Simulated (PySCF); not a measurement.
Compound: C3H8NSi (doublet state).
Atom-mapped SMILES: `[CH:1]1[CH2:2][SiH2:3][CH2:4][NH:5]1` (hydrogens: H6 on C1; H7, H8 on C2; H9, H10 on Si3; H11, H12 on C4; H13 on N5)

Geometry (GFN2-xTB, Å), atoms numbered from 1 in this order:
```xyz
13
C3H8NSi angstrom
C      0.5719   -1.0668   -0.7076
C      1.1923    0.2811   -0.6350
Si    -0.1455    1.3742    0.1831
C     -0.9812   -0.1927    0.9099
N     -0.6576   -1.1958   -0.0716
H      0.7170   -1.7099   -1.5610
H      1.5346    0.6196   -1.6152
H      2.0825    0.2662    0.0067
H      0.3417    2.2831    1.2203
H     -1.0360    2.0471   -0.7635
H     -0.5766   -0.4357    1.9024
H     -2.0667   -0.1335    1.0114
H     -0.9809   -2.1364    0.1024
```

Method: UKS B3LYP, pcH-1 on C H N Si, non-relativistic, mean-field spin-orbit, GIAO (PySCF). Geometry: GFN2-xTB, one conformer, isolated molecule. A GFN2-xTB geometry isn't a minimum of the functional, and hyperfine couplings can be far from their values at a DFT geometry. The SCF solution wasn't tested for stability.

Largest spin populations (Mulliken): C1 (+0.82), N5 (+0.18) and C2 (-0.07). The angles at C1 add up to 352.3°, so it is slightly pyramidal.

(1) How do the β-proton couplings of this frozen conformer go with θ, the angle between the C–H bond and the normal to the plane of the spin centre's three neighbours, both seen down the bond from centre to carbon?

Answers

(1) 
```json
{"β H": "H7", "on": "C2", "centre": "C1", "θ (°)": "55", "cos²θ": "0.32", "a (G)": "+12.12"}
{"β H": "H8", "on": "C2", "centre": "C1", "θ (°)": "7", "cos²θ": "0.99", "a (G)": "+38.85"}
```

Couplings in gauss use g_iso = 2.0029.
